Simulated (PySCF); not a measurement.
Species: C5H4AlF3O3.
Bonds: O1–C2 (double), C2–C3, C3–C4 (double), C4–O5, O5–Al6, Al6–O7, O7–C8 (double), C2–C9, C9–F10, C9–F11, C9–F12, C3–C8. Hydrogens: H13 on C4; H14, H15 on Al6; H16 on C8.

NICS = −σ at a ghost point: NICS(0) at the centroid of the ring atoms, NICS(1) 1 Å to either side along the normal of their mean plane, zz for the tensor component along that normal. Level: GIAO KT2/pcSseg-2 (PySCF, non-relativistic, gas phase) on the PBE0-D3(BJ)/def2-SVP geometry, one conformer.

Ring bond lengths (Å): C3–C4 1.412, C4–O5 1.257, O5–Al6 1.878, Al6–O7 1.881, O7–C8 1.255, C8–C3 1.416.

Task: What do the NICS probes read (ppm)?

Result: 
```tsv
ring	type	NICS(0)	NICS(1), two faces	NICS(1)zz, two faces	rms pucker (Å)	centre to ring atoms, mean (Å)
C3–C4–O5–Al6–O7–C8	6-membered ring with Al and 2 O; formal bonds 2 double, 4 single	4.0	0.8 / 0.8	5.7 / 5.7	0.01	1.50
```

Task: What can be read from them?

Result: 
- C3–C4–O5–Al6–O7–C8: mean NICS(1)zz 5.7 ppm, deshielded. Al6 has four or more neighbours, and the NICS criterion for π rings isn't applied.

Task: At the first NICS(1) probe listed for ring C3–C4–O5–Al6–O7–C8, 1 Å off the ring, what do the in-plane components average?

Result: The isotropic value is a third of the trace: (3 × 0.8 − (5.7))/2 = -1.6 ppm.

Task: How shielded are the nuclei of the rings and their hydrogens (means over atoms taken as equivalent)?

Result: 
```tsv
atoms	environment	σ isotropic (ppm)	principal values of the symmetric part, first atom (ppm)
C3	fully substituted alkene carbon	67.3	-13.0, 66.5, 148.4
C4 (×2)	carbon bonded to C, O and H	-4.9	-80.7, -28.3, 100.0
O5 (×2)	oxygen bonded to Al and C	-9.4	-255.9, -104.6, 354.1
Al6	aluminium bonded to 2 O and 2 H	436.8	364.8, 394.2, 551.5
H13 (×2)	hydrogen on carbon	22.03	18.5, 20.3, 27.6
H14 (×2)	Al–H hydrogen	26.46	24.3, 24.4, 30.7
```

Task: How do the values depend on the level or the medium?

Result: 
```json
{"level": "KT2/pcSseg-2, gas", "NICS(0), C3–C4–O5–Al6–O7–C8": "4.0", "mean NICS(1)zz, C3–C4–O5–Al6–O7–C8": "5.7"}
{"level": "PBE0/pcSseg-1, gas", "NICS(0), C3–C4–O5–Al6–O7–C8": "3.3", "mean NICS(1)zz, C3–C4–O5–Al6–O7–C8": "4.4"}
{"level": "PBE0/pcSseg-1, IEF-PCM chloroform", "NICS(0), C3–C4–O5–Al6–O7–C8": "3.1", "mean NICS(1)zz, C3–C4–O5–Al6–O7–C8": "4.1"}
{"level": "PBE0/pcSseg-1, IEF-PCM dichloromethane", "NICS(0), C3–C4–O5–Al6–O7–C8": "3.1", "mean NICS(1)zz, C3–C4–O5–Al6–O7–C8": "4.1"}
```

The geometry is the same throughout; the continuum's cavity takes Bondi-type radii × 1.2.

Shape of the structure used: `[O:1]=[C:2]([C:3]1=[CH:4][O:5][AlH2-:6][O+:7]=[CH:8]1)[C:9]([F:10])([F:11])[F:12]`: O1–C2–C3–C4 -177°, O1–C2–C9–F10 -121°.
